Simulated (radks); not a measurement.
Values are calculated unless marked as measured or tabulated.
Species: the helium ion He+. Configuration: 1s1.

Level of theory: non-relativistic Kohn-Sham, r2SCAN, spin-polarised, spherical densities, point nucleus; open shells are filled with parallel spins first; meta-GGA in the generalised Kohn-Sham scheme (a radial shooting solver on a logarithmic mesh with Libxc functionals).

Energy parts (eV):
| part | energy |
|---|---|
| total | -54.427 |
| kinetic | 54.427 |
| electron-nucleus | -108.845 |
| Hartree | 16.952 |
| exchange-correlation | -16.961 |

Orbitals (lengths in bohr, moments of r in powers of bohr):
orbital,occ.,eigenvalue (eV),<r^4>
1s up,1,-43.2129,1.480

The highest occupied level is 1s up at -43.213 eV. The density falls to 0.001 e/bohr^3 at r = 1.97 bohr. Summed over all electrons, <r^2> = 0.7621 bohr^2, which gives a Langevin (diamagnetic) susceptibility term of -0.604 x 10^-6 cm^3/mol.
